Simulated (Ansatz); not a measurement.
trimethylarsine (C$_{3}$H$_{9}$As), singlet, geometry from GFN2-xTB; HSE06/3-21G (Ansatz, a program for electronic structure).

Here is a job for Ansatz.
Ansatz 0.2 input:
```yaml
crystal:
  periodic: [false, false, false]
  atoms:
    - {symbol: C, position_ang: [-0.32867249, 1.72010629, -0.31442495]}
    - {symbol: As, position_ang: [-0.07118324, -0.07407807, 0.46894706]}
    - {symbol: C, position_ang: [1.69397189, -0.42038635, -0.34552691]}
    - {symbol: C, position_ang: [-1.13228284, -1.05722724, -0.87513451]}
    - {symbol: H, position_ang: [-0.12539177, 1.70759584, -1.38419048]}
    - {symbol: H, position_ang: [0.33877682, 2.43834696, 0.15981725]}
    - {symbol: H, position_ang: [-1.35229643, 2.05729688, -0.15707040]}
    - {symbol: H, position_ang: [1.67748643, -0.20032606, -1.41191313]}
    - {symbol: H, position_ang: [1.97485358, -1.46370768, -0.20823160]}
    - {symbol: H, position_ang: [2.45568920, 0.19809385, 0.12726574]}
    - {symbol: H, position_ang: [-0.84168752, -0.76797234, -1.88397732]}
    - {symbol: H, position_ang: [-0.98312248, -2.13022938, -0.76252225]}
    - {symbol: H, position_ang: [-2.19336010, -0.84947794, -0.74391257]}
basis:
  gaussian:
    orbitals: 3-21G.json
hamiltonian:
  xc: hse06
```
The basis file holds 3-21G in the JSON format of the Basis Set Exchange.

**Question.** Predict the main parts of the log of this Ansatz run.

**Answer.** 
```
Functional definition: HSE06
754 factors; integrals over basis functions are off by at most 1.1e-3 eV
124 factors; integrals over basis functions are off by at most 2.6e-7 eV
mean field evaluation 1: about -63771.0632 eV, gradient 5.6e1 eV
mean field evaluation 2: about -63767.5240 eV, gradient 6.3e1 eV
mean field evaluation 4: about -63778.2812 eV, gradient 9.4e-1 eV
mean field evaluation 8: about -63778.2996 eV, gradient 2.0e-2 eV
mean field -63778.29960619 eV, -2343.8092800433 hartree, gradient 4.6e-5 eV, S^2 0.000000; 0 other end points of the search recorded, 0 dependent functions left out
reference -63778.29963527 eV, -2343.8092811121 hartree; 30, 30 occupied and 38, 38 virtual orbitals, 754 factors
Total energy: -63778.29963527 eV, -2343.8092811121 hartree
```
